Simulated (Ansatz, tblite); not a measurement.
Adding an electron: the cluster Mg₃O₂⁺. Total charge 1; doublet. Geometry: PBE-D4/def2-SVP. Ansatz, gas phase; energy differences of separate SCF runs; the reduced species is a singlet (the triplet lies 0.14 eV higher at PBE0-D4/def2-TZVP).

Cartesian coordinates in Å:
```
Mg 0.6896 -0.6260 1.1402
Mg -0.7358 -1.5409 -2.0654
Mg -0.3009 1.4401 -0.0489
O 0.5645 1.1820 1.5837
O -0.2174 -0.4552 -0.6095
```

The xTB rows come from tblite. The structure comes from a short search, and lower isomers may exist.

| level | −HOMO (eV) | −LUMO (eV) | vertical EA (eV) | HOMO–LUMO gap (eV) | remarks |
| --- | --- | --- | --- | --- | --- |
| GFN1-xTB | – | – | 12.74 | – | – |
| GFN2-xTB | – | – | 12.49 | – | – |
| PBE-D4/def2-TZVP | 8.51 | 7.70 | 5.77 | 0.81 | restricted singlet, untested (singlet) |
| r2SCAN-D4/def2-TZVP | 8.55 | 7.15 | 5.47 | 1.40 | restricted singlet, untested (singlet) |
| PBE0-D4/def2-TZVP | 9.20 | 6.92 | 5.53 | 2.28 | restricted singlet, untested (singlet) |

  HOMO and LUMO are the levels of the spin that leaves or enters (xTB has no such levels and no spin-polarisation term). Other spin states of the ions may lie lower, which would lower the ionisation energy or raise the affinity. Raw xTB energy differences between charge states are shifted by several eV; the methods need an empirical correction for them.
